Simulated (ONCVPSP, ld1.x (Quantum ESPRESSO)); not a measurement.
# Hardness and transferability of assorted potentials

Generated with ld1.x 7.5 (TM, RRKJ, ultrasoft, PAW), atompaw 4.2 or ONCVPSP 4.0.1. The cutoff is in Ry: for ld1.x and atompaw files where the sum of valence levels is converged to 10 mRy in a Bessel basis, for ONCV files where the hardest occupied wave has 1 mHa per electron of residual kinetic energy. The error is the largest all-electron minus pseudo excitation energy over each file’s own four to seven test configurations (ionisations up to +4, promotions, holes and added fractions of an electron), all of which were solved. The labels leave out finer settings (local radius, basis sizes, second energies), which also bear on the numbers. Spin-polarised tests are not counted. The rows are a selection from randomly drawn settings: files with unsolved tests, undetermined cutoffs or missed reference levels are left out.

A true bound ghost makes a file unfit for plane-wave use even where its test errors are small: the radial tests pick states by their node count and pass the ghost by.

```csv
element,potential,cutoff (Ry),largest error (meV),bound ghosts
Si,"TM, PBE, scalar-relativistic, rc 1.35/1.80 (sp), local s, core correction yes, reference 3s1 3p3",30,+89,none
S,"ONCV, PBE, scalar-relativistic, rc 1.40/1.40/1.45 (spd), local s, core correction no, reference 3s2 3p2.5, qcut 4.2/5.8/6.8, projectors 0/2/2",49,+4.8,none
La,"ONCV, PBEsol, fully relativistic, rc 4.32/5.02/4.58/4.90 (spdf), local smoothed, core correction yes, reference 5d1 6s2, qcut 1.5/1.9/3.5/3.4, projectors 2/1/2/2",8,-577,none
Ce,"ONCV, LDA (Perdew-Wang 92), scalar-relativistic, rc 2.50/2.70/4.00/1.80 (spdf), local smoothed, core correction yes, reference 4f1 5s2 5p6 5d1 6s1.5 6p0.5, qcut 5.8/5.1/3.4/9.7, projectors 2/2/2/2",78,-6.4,s
Eu,"ONCV, PBEsol, scalar-relativistic, rc 2.65/1.85/2.50 (spd), local smoothed, core correction no, reference 5s2 5p6 5d2 6s1, qcut 5.1/7.6/4, projectors 3/2/1",37,-11,none
Lu,"ONCV, PBE, scalar-relativistic, rc 1.66/1.78/1.94/0.50 (spdf), local f, core correction yes, reference 4f13.5 5s2 5p6 5d1.5 6s2, qcut 7.4/5.2/7.3/29.4, projectors 2/2/1/0",785,-75,"s, p, d"
Hf,"ONCV, LDA (Perdew-Wang 92), fully relativistic, rc 1.65/1.70/2.80 (spd), local s, core correction no, reference 5s2 5p6 5d2, qcut 9.6/8.8/5.3, projectors 0/3/2",49,+422,none
```

Problem. Fill in the row for Pt: ONCV, LDA (Perdew-Zunger), fully relativistic, rc 2.35/1.45/2.35 (spd), local smoothed, core correction yes, reference 5p6 5d9 6s1, qcut 3.1/8.5/5.4, projectors 2/2/2.

Solution. cutoff 62 Ry, largest error +114 meV, bound ghosts: s.
